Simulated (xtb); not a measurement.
C5H10N, charge +2, doublet, at a GFN2-xTB geometry of the parent state (a state made from the parent by changing its charge; the spin is typed, not shown lowest); GFN2-xTB (xtb).

The xtb input:
```
$ xtb mol.xyz --gfn 2 --chrg 2 --uhf 1 --json

# file mol.xyz
16

C      0.45442665     1.88359262     0.88517973
N      0.76851373     0.83175148     0.32971994
C     -0.05620880    -0.25569341    -0.12075115
C      0.42485553    -1.51375230     0.61128314
C      0.18373579    -0.40343272    -1.62760514
C     -1.54427029    -0.01227668     0.16022372
H      1.19965353     2.61297469     1.16664007
H      0.26563510    -1.40942486     1.68218002
H     -0.12139352    -2.38426540     0.25782081
H      1.48634683    -1.66779021     0.43333826
H     -0.36583911    -1.25863080    -2.01194923
H     -0.14710987     0.49120267    -2.15031362
H      1.24304071    -0.54740271    -1.82585136
H     -1.70550430     0.11184399     1.22835626
H     -1.87493762     0.89205855    -0.34489642
H     -2.13472114    -0.85345131    -0.19334609
```

Q: Predict the main parts of the log of this xtb run.

A: 
```
   ID    Z sym.   atoms
    1    6 C      1, 3-6
    2    7 N      2
    3    1 H      7-16

           -------------------------------------------------
          |                Calculation Setup                |
           -------------------------------------------------

           -------------------------------------------------
          |                 G F N 2 - x T B                 |
           -------------------------------------------------

          ...................................................
          :                      SETUP                      :
          :.................................................:
          :  # basis functions                  34          :
          :  # atomic orbitals                  34          :
          :  # shells                           22          :
          :  # electrons                        33          :
          :  max. iterations                   250          :
          :  Hamiltonian                  GFN2-xTB          :
          :  restarted?                      false          :
          :  GBSA solvation                  false          :
          :  PC potential                    false          :
          :  electronic temp.          300.0000000     K    :
          :  accuracy                    1.0000000          :
          :  -> integral cutoff          0.2500000E+02      :
          :  -> integral neglect         0.1000000E-07      :
          :  -> SCF convergence          0.1000000E-05 Eh   :
          :  -> wf. convergence          0.1000000E-03 e    :
          :  Broyden damping             0.4000000          :
          :  net charge                          2          :
          :  unpaired electrons                  1          :
          ...................................................

 iter      E             dE          RMSdq      gap      omega  full diag
   1    -17.4772601 -0.174773E+02  0.525E+00    4.18       0.0  T
   2    -17.6890722 -0.211812E+00  0.303E+00    0.94       1.0  T
   3    -17.7186193 -0.295472E-01  0.220E+00    1.45       1.0  T
   4    -17.7153462  0.327315E-02  0.171E+00    2.08       1.0  T
   5    -17.7419543 -0.266082E-01  0.826E-01    1.88       1.0  T
   6    -17.7529145 -0.109602E-01  0.529E-01    1.89       1.0  T
   7    -17.7533314 -0.416846E-03  0.343E-01    1.95       1.0  T
   8    -17.7524202  0.911149E-03  0.292E-01    1.85       1.0  T
   9    -17.7536379 -0.121771E-02  0.981E-02    1.90       1.0  T
[...]
         :: total energy             -17.472106483584 Eh    ::
[...]

 Mol. C6AA /au·bohr⁶  :       1511.982966
 Mol. C8AA /au·bohr⁸  :      34646.549358
 Mol. α(0) /au        :         58.207358

Wiberg/Mayer (AO) data.
largest (>0.10) Wiberg bond orders for each atom

 ---------------------------------------------------------------------------
     #   Z sym  total        # sym  WBO       # sym  WBO       # sym  WBO
 ---------------------------------------------------------------------------
     1   6 C    3.731 --     2 N    2.621     7 H    0.871
     2   7 N    3.687 --     1 C    2.621     3 C    0.964
     3   6 C    3.841 --     2 N    0.964     5 C    0.930     4 C    0.930
                             6 C    0.903
     4   6 C    3.724 --     3 C    0.930     9 H    0.925    10 H    0.863
                             8 H    0.848
     5   6 C    3.724 --     3 C    0.930    11 H    0.925    13 H    0.863
                            12 H    0.848
     6   6 C    3.765 --    16 H    0.920     3 C    0.903    15 H    0.886
                            14 H    0.886
     7   1 H    0.911 --     1 C    0.871
     8   1 H    0.887 --     4 C    0.848
     9   1 H    0.957 --     4 C    0.925
    10   1 H    0.901 --     4 C    0.863
    11   1 H    0.957 --     5 C    0.925
    12   1 H    0.887 --     5 C    0.848
    13   1 H    0.901 --     5 C    0.863
    14   1 H    0.920 --     6 C    0.886
    15   1 H    0.920 --     6 C    0.886
    16   1 H    0.955 --     6 C    0.920
 ---------------------------------------------------------------------------

Topologies differ in total number of bonds
Writing topology from bond orders to xtbtopo.mol

molecular dipole:
                 x           y           z       tot (Debye)
 q only:        0.201       0.253       0.104
   full:        0.189       0.504       0.229       1.487
molecular quadrupole (traceless):
                xx          xy          yy          xz          yz          zz
 q only:       -4.224       3.547       6.382       1.735       4.987      -2.158
  q+dip:       -4.502       3.799       7.437       1.744       6.156      -2.936
   full:       -4.173       3.471       6.521       1.659       5.220      -2.348

           -------------------------------------------------
          | TOTAL ENERGY              -17.472106483584 Eh   |
          | GRADIENT NORM               0.206274315187 Eh/α |
          | HOMO-LUMO GAP               1.887634635519 eV   |
           -------------------------------------------------

normal termination of xtb
```
